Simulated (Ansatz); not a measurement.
Bond stretch in SMILES [SiH2]1[SiH2][SiH2][SiH2][SiH2][SiH2]1 (H12Si6). The Si1–H18 bond (Si1 also carries H, Si, Si; H18 carries nothing else) is pulled apart rigidly from the PBE0/def2-SVP optimised geometry.

Levels of theory: RKS-PBE = restricted PBE/def2-SVP run with Ansatz (a first-principles code); UKS-PBE = unrestricted PBE/def2-SVP (Ansatz); RKS-PBE0 = Ansatz with restricted PBE0/def2-SVP; UKS-PBE0 = unrestricted PBE0/def2-SVP (Ansatz).

Energies relative to the lowest point of each curve near equilibrium, in kJ/mol; the last columns give the difference from UKS-PBE0:

| R / Å | RKS-PBE | UKS-PBE | RKS-PBE0 | UKS-PBE0 | RKS-PBE − UKS-PBE0 | UKS-PBE − UKS-PBE0 | RKS-PBE0 − UKS-PBE0 |
|---|---|---|---|---|---|---|---|
| 1.22 | 104.2 | 104.2 | 100.7 | 100.7 | 3.4 | 3.4 | 0.0 |
| 1.31 | 42.6 | 42.6 | 39.9 | 39.9 | 2.7 | 2.7 | 0.0 |
| 1.40 | 11.0 | 11.0 | 9.5 | 9.5 | 1.6 | 1.6 | 0.0 |
| 1.45 | 2.9 | 2.9 | 2.1 | 2.1 | 0.8 | 0.8 | 0.0 |
| 1.50 | 0.0 | 0.0 | 0.0 | 0.0 | 0.0 | 0.0 | 0.0 |
| 1.55 | 1.2 | 1.2 | 2.1 | 2.1 | -0.9 | -0.9 | 0.0 |
| 1.59 | 4.6 | 4.6 | 6.2 | 6.2 | -1.6 | -1.6 | 0.0 |
| 1.69 | 20.1 | 20.1 | 23.8 | 23.8 | -3.6 | -3.6 | 0.0 |
| 1.81 | 47.5 | 47.5 | 53.8 | 53.8 | -6.3 | -6.3 | 0.0 |
| 2.00 | 99.9 | 99.9 | 110.7 | 110.7 | -10.8 | -10.8 | 0.0 |
| 2.18 | 151.8 | 151.8 | 167.2 | 167.2 | -15.4 | -15.4 | 0.0 |
| 2.45 | 224.2 | 224.2 | 246.7 | 246.7 | -22.5 | -22.5 | 0.0 |
| 2.79 | 299.8 | 298.4 | 331.3 | 314.6 | -14.8 | -16.2 | 16.7 |
| 3.15 | 360.3 | 336.6 | 401.2 | 344.0 | 16.3 | -7.3 | 57.3 |
| 3.66 | 418.0 | 353.5 | 471.1 | 357.3 | 60.7 | -3.8 | 113.7 |
| 4.36 | 461.6 | 358.3 | 527.8 | 361.3 | 100.3 | -3.0 | 166.5 |

RKS-PBE is furthest from UKS-PBE0 at 4.36 (100.3 kJ/mol, above); its mean absolute difference over the points is 16.4 kJ/mol.

UKS-PBE is furthest from UKS-PBE0 at 2.45 (-22.5 kJ/mol, below); its mean absolute difference over the points is 6.3 kJ/mol.

RKS-PBE0 is furthest from UKS-PBE0 at 4.36 (166.5 kJ/mol, above); its mean absolute difference over the points is 22.1 kJ/mol.

The restricted form behind RKS-PBE, RKS-PBE0 keeps the bonding electrons paired and can't separate into open-shell fragments. The unrestricted determinant behind UKS-PBE, UKS-PBE0 is spin-contaminated at 2.79 to 4.36 Å (<S²> up to 1.0, against 0.00 for a pure singlet).
